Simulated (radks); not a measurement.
Minus the highest occupied eigenvalue as an estimate of the ionisation energy, Tm60+ to Tm68+. The LB94 potential has the -1/r tail that LDA and GGA lack but no energy functional. All-electron calculation, scalar-relativistic Kohn-Sham, LB94 model potential, spin-polarised, spherical densities, finite nucleus; open shells are filled with parallel spins first (spin-orbit coupling, left out, can overturn this in heavy ions); Fermi nuclear charge, rms radius 5.2256 fm. Program: a radial shooting solver on a logarithmic mesh with Libxc functionals.

species,configuration,HOMO,-e(HOMO) (eV),<r> (bohr),"IE, NIST (eV)",kind
Tm60+,[He] 2s2 2p5,2p down,13921.3,0.0734,13651,theory
Tm61+,[He] 2s2 2p4,2p down,14227.9,0.0729,13988,theory
Tm62+,[He] 2s2 2p3,2p up,14611.7,0.0724,14300,theory
Tm63+,[He] 2s2 2p2,2p up,14929.7,0.0719,15663,theory
Tm64+,[He] 2s2 2p1,2p up,15245.7,0.0715,16036,theory
Tm65+,[He] 2s2,2s,16531.5,0.0811,16510,theory
Tm66+,[He] 2s1,2s up,16835.0,0.0808,16814.3,theory
Tm67+,[He],1s,68031,0.0199,67965.3,theory
Tm68+,1s1,1s up,69326,0.0198,69387.5,theory

Reference values: NIST Atomic Spectra Database (exp. = measured, semi-emp. = semi-empirical, theory = theoretical value adopted there). Open shells are spherical and high-spin; term and fine-structure splittings are not resolved. Spin-orbit splitting is averaged out at the scalar-relativistic level.
